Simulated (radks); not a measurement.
Problem. Species: the platinum ion Pt12+. Configuration: [Kr] 4d10 4f14 5s2 5p4. Method: scalar-relativistic Kohn-Sham, PBE, spin-unpolarised, spherical densities, point nucleus; computed with a radial shooting solver on a logarithmic mesh with Libxc functionals. Some entries of the table are withheld. Estimate them.

orbital  occ.  eigenvalue (hartree)  <1/r> (bohr^-1)
1s          2             -2890.987            94.02
2s          2             -514.7397            22.03
2p          6                   (1)            19.67
3s          2             -127.1680            8.167
3p          6             -107.4872            7.467
3d         10             -86.18226            7.035
4s          2             -33.69168            3.497
4p          6             -27.23031            3.163
4d         10             -19.38732              (2)
5s          2                   (3)              (4)
4f         14             -10.64229            2.429
5p          4              -9.48052            1.343
5d          0              -7.10236            1.134
6s          0              -5.65956              (5)

Solution. 
(1) 2p eigenvalue (hartree): -447.1516
(2) 4d <1/r> (bohr^-1): 2.836
(3) 5s eigenvalue (hartree): -11.38861
(4) 5s <1/r> (bohr^-1): 1.511
(5) 6s <1/r> (bohr^-1): 0.8050
